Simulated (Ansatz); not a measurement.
Several settings on one geometry of the cluster RuPt₂⁻ (that of the charge -1 doublet, r2SCAN-D4/def2-TZVPD). Ansatz on 4 threads of Intel Xeon 6975P-C on a shared host; times are rough.

```xyz
3

Pt   -0.416   -1.404    0.122
Pt   -0.573    1.004   -0.909
Ru    0.989    0.401    0.787
```

Totals from different functionals, basis sets or treatments of relativity can't be compared as stabilities.

In the def2 sets Pt, Ru take a core potential; there is no spin–orbit coupling. HSE06 is defined as in plane-wave codes, on full-range PBE exchange.

The spins typed aren't always the lowest for that charge.

Task: Give the basis size and estimate the energy, ⟨S²⟩ and time of these runs.

```json
{"run": "1", "method": "UKS B3LYP5/def2-TZVP", "charge": "-1", "state": "doublet", "further keys": "scf: {omitted_lower_state_checks: [starts]}; forces asked"}
{"run": "2", "method": "RKS HSE06/def2-SVP", "charge": "0", "state": "singlet", "further keys": "pseudopotentials: {relativity: none}; forces asked"}
{"run": "3", "method": "RKS CAM-B3LYP/def2-SVP", "charge": "0", "state": "singlet", "further keys": "scf: {omitted_lower_state_checks: [starts]}"}
```

Result: 
```csv
run,functions,energy (Eh),⟨S²⟩,wall time
1,120,-333.5177,1.85,14 s
2,95,-333.4178,–,20 s
3,95,-333.2778,–,23 s
```

The highest occupied level of an anion often lies above zero with these methods, and sets without diffuse functions describe the outer electron poorly. At UKS B3LYP5/def2-TZVP the charge -1 doublet is spin-contaminated (final ⟨S²⟩ up to 1.85, 0.75 for a pure state). The restricted singlet is unstable towards broken spin symmetry in Hartree–Fock (as tested in another run); at RKS HSE06/def2-SVP, RKS CAM-B3LYP/def2-SVP this wasn't settled.
